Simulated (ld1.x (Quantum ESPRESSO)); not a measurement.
# O (Z = 8): one change to a TM potential, before and after

* Element: oxygen (O)
* Generator: ld1.x (Quantum ESPRESSO) 7.5
* Type: norm-conserving Troullier–Martins (Kleinman–Bylander form)
* Functional: PBEsol
* Relativity: non-relativistic
* Frozen core: [He]
* Valence charge: 6
* Reference configuration: 2s2 2p4
* Partial waves: 2s (bound): rc 0.70 bohr; 2p (bound): rc 1.65 bohr
* Local potential: all-electron potential smoothed inside 0.70 bohr (lloc = -1)
* Core correction: a·sin(br)/r model core inside 0.60 bohr

All-electron outer shells of the reference configuration (PBEsol, non-relativistic, ld1.x):

```csv
shell,level (eV),outermost node (bohr),outermost maximum (bohr)
2s,-23.76,0.28,0.88
2p,-8.98,–,0.82
```

Change: local potential the p channel.

Cutoffs: the cutoffs (Ry, on a coarse ladder) from which the occupation-weighted sum of valence levels, in a spherical-Bessel basis at the reference potential, stays within 10 and 1 mRy of its value at 400 Ry; they do not see the model core or the augmentation charge, which bear on the density cutoff. Errors are all-electron minus pseudo energies relative to the spin-unpolarised reference configuration.

Predict the effect on cutoff, ghosts and configuration errors.

The potential gets neither clearly harder nor softer (80 Ry and 200 Ry → 80 Ry and 200 Ry); of the 7 tests that both files solve, the error grows in 0 and shrinks in 3 by more than 15 % and 0.3 meV (median size 39.0 → 38.1 meV); the range in which the s phases agree narrows (upper end 3.7 → 2.3); neither file shows a bound ghost.

```tsv
quantity	base	changed
cutoff, loose	80 Ry	80 Ry
cutoff, tight	200 Ry	200 Ry
bound ghosts	none	none
error for 2s2 2p3, meV [ΔE 16.37 eV]	+25	-2.3
error for 2s2 2p2, meV [ΔE 49.85 eV]	+242	+132
error for 2s2 2p1, meV [ΔE 103.56 eV]	+1034	+833
error for 2s1 2p5, meV [ΔE 14.80 eV]	+9.2	+9.0
error for 2s2 2p3.5, meV [ΔE 6.26 eV]	+3.3	-2.9
error for 2s2 2p0, meV [ΔE 180.20 eV]	+3020	+2809
error for 2s0 2p6, meV [ΔE 29.64 eV]	+39	+38
s: phases at 1.80 bohr within 0.05 rad from the reference energy up to (Ry; the scan ends near 5)	3.7	2.3
p: phases at 1.80 bohr within 0.05 rad from the reference energy up to (Ry; the scan ends near 5)	2.8	2.0
```
